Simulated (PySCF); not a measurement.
SMILES I[CH]C, doublet, PBE0/def2-SVP optimised geometry.

```
7

C     -1.06    -0.21     0.00
C      0.42    -0.21     0.00
I      1.48     1.02    -1.28
H     -1.48    -0.73    -0.88
H     -1.44    -0.74     0.89
H     -1.48     0.81     0.00
H      1.01    -1.02     0.43
```

Density from unrestricted PBE0/def2-TZVP, def2 effective core potentials past Kr run with PySCF 2.14.0 at that geometry. The core electrons that the potentials of I replace are not part of the density.

Minimum of the electron density along straight lines between bonded atoms, close to the bond critical point (lines longer than 1.1 times the sum of covalent radii, or with two minima, are not listed):

```json
[
 {"bond": "C1–C2", "length / Å": "1.479", "ρ at the minimum / e bohr⁻³": "0.265", "∇²ρ there / e bohr⁻⁵": "(withheld)", "position (fraction from the first atom)": "0.48"},
 {"bond": "C2–I3", "length / Å": "2.070", "ρ at the minimum / e bohr⁻³": "(withheld)", "∇²ρ there / e bohr⁻⁵": "(withheld)", "position (fraction from the first atom)": "0.47"},
 {"bond": "C1–H4", "length / Å": "1.108", "ρ at the minimum / e bohr⁻³": "0.266", "∇²ρ there / e bohr⁻⁵": "-0.88", "position (fraction from the first atom)": "0.64"},
 {"bond": "C1–H5", "length / Å": "1.102", "ρ at the minimum / e bohr⁻³": "0.270", "∇²ρ there / e bohr⁻⁵": "-0.91", "position (fraction from the first atom)": "0.64"},
 {"bond": "C1–H6", "length / Å": "1.102", "ρ at the minimum / e bohr⁻³": "0.272", "∇²ρ there / e bohr⁻⁵": "-0.92", "position (fraction from the first atom)": "0.64"},
 {"bond": "C2–H7", "length / Å": "1.092", "ρ at the minimum / e bohr⁻³": "0.279", "∇²ρ there / e bohr⁻⁵": "-0.97", "position (fraction from the first atom)": "0.65"}
]
```

Task: Some entries are withheld; supply them.

Result: 
- C1–C2, ∇²ρ there / e bohr⁻⁵: -0.70
- C2–I3, ρ at the minimum / e bohr⁻³: 0.135
- C2–I3, ∇²ρ there / e bohr⁻⁵: -0.06
